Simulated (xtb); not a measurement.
Sn(H)2(NH2)2 (H₆N₂Sn), SMILES [NH2][SnH2][NH2]. All values are semi-empirical tight-binding results from xtb (GFN2-xTB unless named), good for trends rather than for accurate numbers. The structure is a stationary point at GFN2-xTB. One conformer was computed; it need not be the lowest.

Optimised geometry:

Bond lengths (Å): Sn1–N2 1.999, Sn1–N3 2.007, Sn1–H4 1.656, Sn1–H5 1.706, N2–H6 1.010, N2–H7 1.009, N3–H8 1.010, N3–H9 1.011. Bond angles (°): N2–Sn1–N3 103.8, N2–Sn1–H4 107.5, N2–Sn1–H5 113.5, N3–Sn1–H4 106.0, N3–Sn1–H5 116.5, H4–Sn1–H5 109.1, Sn1–N2–H6 114.7, Sn1–N2–H7 116.7, H6–N2–H7 107.4, Sn1–N3–H8 115.2, Sn1–N3–H9 115.7, H8–N3–H9 106.8.
Charge 0, spin multiplicity 1.

The geometry has at least one imaginary mode, so it is a saddle point at that level.

For metal compounds this method's bond lengths and energies can be far off.

orbital gap: 5.06 eV

Computed atomic charges and the Wiberg bond orders between heavy atoms:
charges (e) Sn1 0.21, N2 -0.38, N3 -0.38, H4 0.00, H5 -0.03, H6 0.15, H7 0.14, H8 0.14, H9 0.15. Bond orders Sn1–N2 0.93, Sn1–N3 0.93.
